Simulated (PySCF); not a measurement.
Species: C5H8F2OS.
Numbering: `[CH3:1][S:2][C@@H:3]1[CH2:4][C@@:5]([F:6])([CH2:7][F:8])[O:9]1`

NICS is the negative of the GIAO shielding at a point without a nucleus: at the ring centre (0) and 1 Å above and below it (1); zz is the component along the ring normal. Level: GIAO PBE0/pcSseg-1 (PySCF, non-relativistic, gas phase) on the GFN2-xTB geometry, one conformer.

Ring bond lengths (Å), with Mayer bond orders in brackets: C3–C4 1.530 (1.03), C4–C5 1.531 (0.99), C5–O9 1.401 (0.98), O9–C3 1.432 (0.90).

Task: What do the NICS probes read (ppm)?

Result: 
```csv
ring,type,NICS(0),"NICS(1), two faces","NICS(1)zz, two faces",rms pucker (Å),"centre to ring atoms, mean (Å)"
C3–C4–C5–O9,4-membered ring with O; formal bonds all single,-2.5,-1.3 / 0.7,-1.1 / 5.2,0.00,1.04
```

Task: What do they say, and how far can they be read as aromaticity?

Result: 
- C3–C4–C5–O9: mean NICS(1)zz 2.1 ppm, near zero. C3, C4, C5 have four or more neighbours, so the value isn't read as a sign of a π ring current. The two faces differ by 6.3 ppm, so no symmetry operation interchanges them.

Task: At the second NICS(1) probe listed for ring C3–C4–C5–O9, 1 Å off the ring, what do the in-plane components average?

Result: The isotropic value is a third of the trace: (3 × 0.7 − (5.2))/2 = -1.6 ppm.

Task: What are the shieldings of the ring atoms and their hydrogens in the same run (means over atoms taken as equivalent)?

Result: 
| atoms | environment | σ isotropic (ppm) | principal values of the symmetric part, first atom (ppm) |
| --- | --- | --- | --- |
| C3 | sp3 carbon bound to oxygen | 101.2 | 56.6, 114.9, 132.2 |
| C4 | four-membered-ring carbon | 150.4 | 130.4, 146.9, 173.9 |
| C5 | sp3 C–F carbon | 67.2 | 45.9, 63.4, 92.1 |
| O9 | cyclic ether oxygen | 192.3 | 152.8, 205.6, 218.4 |
| H on C3 | methine hydrogen | 26.22 | 20.9, 27.8, 30.0 |
| H on C4 | methylene hydrogen | 29.21 | 25.7, 28.3, 33.6 |
| H on C4 | methylene hydrogen | 28.28 | 25.1, 27.6, 32.1 |

Conformer computed: `[CH3:1][S:2][C@@H:3]1[CH2:4][C@@:5]([F:6])([CH2:7][F:8])[O:9]1`: C1–S2–C3–C4 173°, C4–C5–C7–F8 38°.
